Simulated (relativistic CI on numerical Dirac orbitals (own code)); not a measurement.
**Line list: Electric-dipole lines, Ir⁸⁺**

Method of calculation: Dirac-Coulomb-Breit CI, separate exchange-only KLI orbitals for each configuration, model QED (radiative potential, 1s self-energy scaled to tabulated hydrogen-like ionisation energies), unscaled Slater integrals (own radial code, finite nucleus).

Configurations in the expansion (outside the closed core [Kr] 4d10): 4f14 5s2 5p6 5d, 4f14 5s2 5p6 6s, 4f14 5s2 5p6 5f, 4f14 5s2 5p5 5d2, 4f14 5s2 5p6 6p, 4f14 5s2 5p6 5g, 4f14 5s2 5p6 6d, 4f14 5s 5p6 5d2, 4f14 5s2 5p6 7s, 4f14 5s2 5p5 5d 5f, 4f14 5s2 5p6 7p, 4f13 5s2 5p6 5d2, 4f14 5s2 5p6 6f, 4f14 5s2 5p5 5d 6s. Double excitations out of closed p, d and f shells are left out; levels of such configurations are missing from the list, as are those of other unlisted configurations, and high levels can miss mixing partners.

| λ vac (Å) | Lower | Upper | A (s⁻¹) | E lower (cm⁻¹) | E upper (cm⁻¹) |
| --- | --- | --- | --- | --- | --- |
| 151.71 | 4f14 5s2 5p6 5d 2D_3/2 [1] | 4f13 5s2 5p6 5d2 2D°_3/2 [152] | 5.60e+11 | 0 | 659142 |
| 152.80 | 4f14 5s2 5p6 5d 2D_5/2 [2] | 4f13 5s2 5p6 5d2 2F°_5/2 [155] | 1.21e+11 | 15494 | 669966 |
| 153.91 | 4f14 5s2 5p6 5d 2D_5/2 [2] | 4f13 5s2 5p6 5d2 2D°_5/2 [154] | 6.53e+11 | 15494 | 665205 |
| 153.96 | 4f14 5s2 5p6 5d 2D_5/2 [2] | 4f13 5s2 5p6 5d2 2F°_7/2 [153] | 6.20e+11 | 15494 | 665025 |
| 154.64 | 4f14 5s2 5p6 5d 2D_3/2 [1] | 4f14 5s2 5p6 6f 2F°_5/2 [151] | 3.92e+11 | 0 | 646679 |
| 154.70 | 4f14 5s2 5p6 5d 2D_3/2 [1] | 4f14 5s2 5p5 5d2 2P°_3/2 [150] | 2.87e+11 | 0 | 646433 |
| 155.36 | 4f14 5s2 5p6 5d 2D_5/2 [2] | 4f13 5s2 5p6 5d2 2D°_3/2 [152] | 2.25e+11 | 15494 | 659142 |
| 158.49 | 4f14 5s2 5p6 5d 2D_5/2 [2] | 4f14 5s2 5p5 5d2 2P°_3/2 [150] | 3.51e+11 | 15494 | 646433 |
| 158.57 | 4f14 5s2 5p6 5d 2D_3/2 [1] | 4f13 5s2 5p6 5d2 2P°_1/2 [139] | 3.80e+11 | 0 | 630642 |
| 161.82 | 4f14 5s2 5p6 5d 2D_3/2 [1] | 4f13 5s2 5p6 5d2 2P°_1/2 [123] | 1.85e+11 | 0 | 617968 |
| 162.36 | 4f14 5s2 5p6 5d 2D_3/2 [1] | 4f13 5s2 5p6 5d2 2F°_5/2 [118] | 6.13e+10 | 0 | 615910 |
| 164.17 | 4f14 5s2 5p6 6s 2S_1/2 [3] | 4f14 5s2 5p5 5d 6s 2P°_3/2 [172] | 6.43e+11 | 200999 | 810116 |
| 164.60 | 4f14 5s2 5p6 6s 2S_1/2 [3] | 4f14 5s2 5p5 5d 6s 2P°_1/2 [171] | 6.48e+11 | 200999 | 808535 |
| 172.65 | 4f14 5s2 5p6 5d 2D_3/2 [1] | 4f13 5s2 5p6 5d2 2D°_3/2 [64] | 4.67e+10 | 0 | 579199 |
| 174.48 | 4f14 5s2 5p6 5d 2D_5/2 [2] | 4f14 5s2 5p5 5d2 2F°_7/2 [77] | 6.87e+10 | 15494 | 588635 |
| 174.52 | 4f14 5s2 5p6 5d 2D_5/2 [2] | 4f13 5s2 5p6 5d2 2D°_5/2 [76] | 1.04e+11 | 15494 | 588505 |
| 184.45 | 4f14 5s2 5p6 5d 2D_3/2 [1] | 4f14 5s2 5p5 5d2 2F°_5/2 [42] | 4.68e+10 | 0 | 542144 |
| 184.91 | 4f14 5s2 5p6 5d 2D_3/2 [1] | 4f14 5s2 5p5 5d2 2F°_5/2 [41] | 1.10e+11 | 0 | 540792 |
| 202.71 | 4f14 5s2 5p6 5d 2D_3/2 [1] | 4f14 5s2 5p5 5d2 4F°_5/2 [37] | 3.94e+10 | 0 | 493319 |
| 203.96 | 4f14 5s2 5p6 5d 2D_3/2 [1] | 4f14 5s2 5p5 5d2 4D°_1/2 [36] | 8.57e+10 | 0 | 490297 |
| 207.71 | 4f14 5s2 5p6 5d 2D_5/2 [2] | 4f14 5s2 5p5 5d2 2P°_3/2 [38] | 6.25e+10 | 15494 | 496944 |
| 208.01 | 4f14 5s2 5p6 6s 2S_1/2 [3] | 4f14 5s2 5p5 5d 6s 4D°_3/2 [157] | 9.16e+10 | 200999 | 681750 |
| 209.27 | 4f14 5s2 5p6 6s 2S_1/2 [3] | 4f14 5s2 5p5 5d 6s 4D°_1/2 [156] | 8.64e+10 | 200999 | 678846 |
| 209.28 | 4f14 5s2 5p6 5d 2D_5/2 [2] | 4f14 5s2 5p5 5d2 4F°_5/2 [37] | 4.28e+10 | 15494 | 493319 |
| 209.40 | 4f14 5s2 5p6 5d 2D_3/2 [1] | 4f14 5s2 5p5 5d2 2F°_5/2 [33] | 7.58e+10 | 0 | 477559 |
| 214.16 | 4f14 5s2 5p6 5d 2D_5/2 [2] | 4f14 5s2 5p5 5d2 2G°_7/2 [35] | 7.31e+10 | 15494 | 482443 |
| 215.96 | 4f14 5s2 5p6 5d 2D_3/2 [1] | 4f14 5s2 5p5 5d2 2D°_3/2 [30] | 4.28e+10 | 0 | 463059 |
| 216.42 | 4f14 5s2 5p6 5d 2D_5/2 [2] | 4f14 5s2 5p5 5d2 2F°_5/2 [33] | 2.65e+10 | 15494 | 477559 |
| 230.98 | 4f14 5s2 5p6 5d 2D_5/2 [2] | 4f14 5s2 5p5 5d2 2F°_7/2 [28] | 1.40e+10 | 15494 | 448440 |
| 231.98 | 4f14 5s2 5p5 5d2 4D°_1/2 [6] | 4f14 5s2 5p5 5d 5f 4D_3/2 [178] | 4.53e+10 | 383185 | 814250 |
| 232.86 | 4f14 5s2 5p5 5d2 4D°_3/2 [7] | 4f14 5s2 5p5 5d 5f 4D_5/2 [181] | 4.13e+10 | 385611 | 815052 |
| 234.67 | 4f14 5s2 5p5 5d2 4G°_7/2 [10] | 4f14 5s2 5p5 5d 5f 4F_9/2 [191] | 2.50e+10 | 401438 | 827565 |
| 234.81 | 4f14 5s2 5p5 5d2 4D°_3/2 [7] | 4f14 5s2 5p5 5d 5f 4P_5/2 [175] | 2.69e+10 | 385611 | 811492 |
| 234.83 | 4f14 5s2 5p5 5d2 4D°_5/2 [8] | 4f14 5s2 5p5 5d 5f 4F_7/2 [185] | 4.84e+10 | 392960 | 818799 |
| 237.15 | 4f14 5s2 5p5 5d2 2D°_3/2 [16] | 4f14 5s2 5p5 5d 5f 2D_5/2 [196] | 5.50e+10 | 413701 | 835368 |
| 247.24 | 4f14 5s2 5p5 5d2 4G°_11/2 [15] | 4f14 5s2 5p5 5d 5f 4G_11/2 [184] | 2.16e+10 | 413219 | 817691 |
| 322.69 | 4f14 5s2 5p6 5d 2D_5/2 [2] | 4f14 5s2 5p6 6p 2P°_3/2 [5] | 2.02e+10 | 15494 | 325386 |
| 442.16 | 4f14 5s2 5p6 5f 2F°_5/2 [9] | 4f14 5s2 5p6 5g 2G_7/2 [130] | 1.08e+10 | 397322 | 623483 |
| 452.07 | 4f14 5s2 5p6 5f 2F°_7/2 [11] | 4f14 5s2 5p6 5g 2G_9/2 [131] | 1.05e+10 | 402321 | 623527 |
| 461.19 | 4f14 5s2 5p5 5d2 4P°_5/2 [12] | 4f14 5s2 5p6 5g 2G_7/2 [130] | 8.51e+09 | 406651 | 623483 |
| 469.94 | 4f14 5s2 5p5 5d2 4D°_7/2 [14] | 4f14 5s2 5p6 5g 2G_9/2 [131] | 8.06e+09 | 410735 | 623527 |
| 563.80 | 4f14 5s2 5p6 6p 2P°_1/2 [4] | 4f14 5s2 5p6 6d 2D_3/2 [31] | 1.54e+10 | 292834 | 470202 |
| 665.04 | 4f14 5s2 5p6 6p 2P°_3/2 [5] | 4f14 5s2 5p6 6d 2D_5/2 [32] | 1.31e+10 | 325386 | 475754 |
| 685.51 | 4f14 5s2 5p6 6d 2D_5/2 [32] | 4f14 5s2 5p6 6f 2F°_7/2 [126] | 7.55e+09 | 475754 | 621630 |
| 803.94 | 4f14 5s2 5p6 6s 2S_1/2 [3] | 4f14 5s2 5p6 6p 2P°_3/2 [5] | 4.22e+09 | 200999 | 325386 |

Terms are leading LS components. Brackets give the number of a level in order of energy, since labels repeat. The list gives strong lines, with weight on those to low levels, without lines whose two gauges differ by over a factor of 2.5, among the lowest 200 of 294 levels, so that lines to higher ones, which can be the strongest, are missing. Levels whose partners in the same complex of configurations lie outside the list can be far off, and so can their lines. Rates are taken at the computed energies, electric ones in the length gauge.

At this charge configurations can still be misplaced by up to about 7 % of their energy. Levels and lines within the n = 5 or 6 shells can be off by up to 10 % or somewhat more, and those that change n by about 2 %, since core polarisation is missing. Levels that differ in their count of f electrons can be misplaced by several ten thousand cm⁻¹, since the correlation energy of f electrons is missing or only estimated; rates across such gaps can be off by orders of magnitude.

LS names give the leading component of a level, which can be under half, so a name can repeat, a term be missing and a line seem to break the LS rules.
